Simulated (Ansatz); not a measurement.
The same path of CH3 + ClH3Sn (9 atoms, charge 0, multiplicity 2) was run twice with different band settings. Lost on the way: Sn1–Cl2. Made: Cl2–C6.

These are results of Ansatz 0.2.0, UKS r2SCAN-D4/def2-SVP, not measurements.

Relaxed end points:

```xyz
9
Properties=species:S:1:pos:R:3
Sn 0.001 0.000 -0.318
Cl 0.008 0.000 2.047
H 1.639 0.000 -0.802
H -0.821 1.420 -0.794
H -0.820 -1.420 -0.794
C -0.001 0.000 5.435
H -0.590 -0.917 5.401
H 1.088 -0.052 5.417
H -0.500 0.969 5.401
```

```xyz
9
Properties=species:S:1:pos:R:3
Sn 0.000 0.000 -0.427
Cl 0.001 0.000 3.249
H 1.620 0.000 -1.018
H -0.810 1.403 -1.018
H -0.810 -1.403 -1.018
C 0.000 0.000 5.043
H -0.561 -0.874 5.394
H 1.038 -0.049 5.395
H -0.476 0.923 5.394
```

Common settings: movable images 5; spring 5.0 eV/Å²; start path through a guess of the saddle point; force threshold 0.03 eV/Å; iteration limit 60; end points relaxed.

| run | climbing image | optimiser |
| --- | --- | --- |
| 1 | yes | quadratic models (default) |
| 2 | from the first iteration | lbfgs |

(1) What does each run give, and how far can it be trusted?

## Answers

(1) Run 1: converged after 9 iterations, highest image 0.604 eV above the first end. A vibrational analysis at the climbing image gives one clearly imaginary mode, 350i cm⁻¹, and a faint second one (27i cm⁻¹) that may be numerical noise or a soft torsion: probably a first-order saddle point.
Run 2: converged after 36 iterations, highest image 0.604 eV above the first end. Another band between the same ends (5 images) ends at a top of the same energy, where a vibrational analysis finds 1 clearly imaginary mode.
